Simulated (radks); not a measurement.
Values are calculated unless marked as measured or tabulated.
Task: Radial electron density D(r) = 4 pi r^2 rho(r) of an atom or ion with 24 electrons. Level of theory: non-relativistic Kohn-Sham, TPSS, spin-polarised, spherical densities, point nucleus; meta-GGA in the generalised Kohn-Sham scheme (a radial shooting solver on a logarithmic mesh with Libxc functionals).

```
   r/bohr * D(r) (the largest magnitude, 82.8, reaches the edge; | marks zero)
 0.001773 | *
 0.001999 |  *
 0.002254 |  *
 0.002541 |   *
 0.002865 |    *
  0.00323 |     *
 0.003642 |       *
  0.00414 |        *
 0.004668 |          *
 0.005263 |            *
 0.005934 |               *
  0.00669 |                 *
 0.007543 |                     *
 0.008505 |                        *
 0.009589 |                           *
   0.0109 |                               *
  0.01229 |                                  *
  0.01385 |                                     *
  0.01562 |                                        *
  0.01761 |                                         *
  0.01986 |                                          *
  0.02239 |                                          *
  0.02525 |                                          *
  0.02869 |                                        *
  0.03235 |                                       *
  0.03648 |                                     *
  0.04113 |                                     *
  0.04637 |                                      *
  0.05228 |                                        *
  0.05895 |                                            *
  0.06646 |                                                *
  0.07554 |                                                    *
  0.08517 |                                                      *
  0.09603 |                                                     *
   0.1083 |                                                  *
   0.1221 |                                            *
   0.1376 |                                      *
   0.1552 |                                  *
    0.175 |                                *
   0.1989 |                                *
   0.2242 |                                  *
   0.2528 |                                    *
    0.285 |                                   *
   0.3214 |                              *
   0.3624 |                       *
   0.4086 |                *
   0.4606 |         *
   0.5236 |    *
   0.5903 | *
   0.6656 |*
   0.7504 *
   0.8461 *
    0.954 *
    1.076 *
```

What is the nuclear charge?

Result: Z = 52. The innermost maximum, from 1s, lies near 1/Z = 0.0192 bohr (found: 0.0213), and its height grows with Z. The density is that of the tellurium ion Te28+ in [Ar] 3d6; the configuration itself is not fixed sharply by these data, and Z only to a few units. D(r) has 3 maxima, at r = 0.0213, 0.0879, 0.257 bohr, and minima at 0.0402, 0.181 bohr, inside which lie 2.01, 11.30 electrons.
